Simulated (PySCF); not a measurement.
Molecule: SMILES O=COc1cccnc1, C6H5NO2.

Bonds (- single, = double, # triple, : aromatic): O1=C2, C2-O3, O3-C4, C4:C5, C5:C6, C6:C7, C7:N8, N8:C9, C9:C4. C2 carries H10; C5 carries H11; C6 carries H12; C7 carries H13; C9 carries H14.

Frames of a GFN2-xTB Langevin trajectory at 300 K; GIAO PBE0/pcSseg-1 shieldings in PySCF, gas phase, non-relativistic; equivalent atoms averaged within each frame.

δ = σ(ref) − σ, references computed at the same level: ¹⁷O (σ = 336.08 ppm) vs H2O; ¹³C (σ = 186.93 ppm) and ¹H (σ = 31.72 ppm) against TMS; NH3 for ¹⁵N (σ = 267.73 ppm). The references are static minima.

How do the shifts (ppm) fluctuate along the trajectory?

Results:


| time (fs) | O1 | O3 | C2 | C7 | C9 | C4 | C6 | C5 | N8 | H14 |
| --- | --- | --- | --- | --- | --- | --- | --- | --- | --- | --- |
| optimised geometry | 453.0 | 238.5 | 163.3 | 152.9 | 147.1 | 154.9 | 128.6 | 133.5 | 363.8 | 8.84 |
| 250 | 479.4 | 241.7 | 167.5 | 157.9 | 153.3 | 145.3 | 135.2 | 130.6 | 375.7 | 9.19 |
| 425 | 435.5 | 240.5 | 158.6 | 151.8 | 156.0 | 160.2 | 125.9 | 135.2 | 371.9 | 8.89 |
| 625 | 422.4 | 238.4 | 163.5 | 163.1 | 151.3 | 150.3 | 132.7 | 136.8 | 374.0 | 8.66 |
| 800 | 451.6 | 256.8 | 166.2 | 148.2 | 154.4 | 161.6 | 127.0 | 141.8 | 378.8 | 8.44 |
| 1000 | 419.9 | 261.4 | 158.8 | 149.5 | 151.9 | 159.0 | 135.4 | 127.7 | 356.9 | 8.95 |
| mean of frames | 441.8 | 247.8 | 162.9 | 154.1 | 153.4 | 155.3 | 131.2 | 134.4 | 371.5 | 8.83 |
| standard deviation | 24.5 | 10.6 | 4.1 | 6.3 | 1.9 | 7.1 | 4.5 | 5.5 | 8.5 | 0.29 |

5 frames give an uncertainty of the mean of about the standard deviation over 2.2 at best, since frames this close in time may not be independent; classical motion lacks zero-point vibration, and the reference would need the same averaging.
